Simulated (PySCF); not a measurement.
**Shifts of the heteroatoms**

Numbering as in the mapped SMILES `[N:1]#[C:2][CH2:3][CH2:4]/[P:5]=[P:6]/[CH2:7][SiH3:8]`; H(Xn) means a hydrogen on atom n.

Theoretical values (PySCF): geometry from GFN2-xTB, PBE0/pcSseg-1 with gauge-including orbitals. Relativity neglected, equivalent nuclei averaged, gas phase, one conformer.

Task: Predict the ³¹P NMR data.

Result: 
```
atoms                environment  σ (ppm)  δ (ppm)
   P6  phosphorus bonded to C, P   -350.3    560.3
   P5  phosphorus bonded to C, P   -334.7    547.3
```

Shieldings were converted by a linear fit to measured shifts: ³¹P: δ = 270.09 − 0.828σ (rms 18.1 ppm, 64 shifts vs H3PO4, solution or neat liquid). A few per cent of atoms miss by over 2 rms, more outside the fitted compound classes.

On a 300 MHz spectrometer ³¹P resonates near 121.4 MHz, so 1 ppm is 121.4 Hz.

Task: Where does ²⁹Si resonate?

Result: 
```json
{"atoms": "Si8", "environment": "silicon bonded to C, 3 H", "σ (ppm)": "412.1", "δ (ppm)": "-58.8"}
```

Shieldings were converted by a linear fit to measured shifts: ²⁹Si: δ = 279.94 − 0.822σ (rms 8.9 ppm, 72 shifts, 25.8 ppm with the 6 outliers that the fit left out vs TMS, solution or neat liquid). Occasional misses reach two or three times the rms, and more in compound classes unlike the fitted ones.

On a 300 MHz spectrometer ²⁹Si resonates near 59.6 MHz, so 1 ppm is 59.6 Hz.

Task: Where does ¹⁵N resonate?

Result: 
```
atoms       environment  σ (ppm)  δ (ppm)
   N1  nitrile nitrogen    -38.7   -112.4
```

Shieldings were converted by a linear fit to measured shifts: ¹⁵N: δ = -148.07 − 0.921σ (rms 6.3 ppm, 71 shifts vs CH3NO2, solution or neat liquid). A few per cent of atoms miss by over 2 rms, more outside the fitted compound classes.

On a 300 MHz spectrometer ¹⁵N resonates near 30.4 MHz, so 1 ppm is 30.4 Hz.
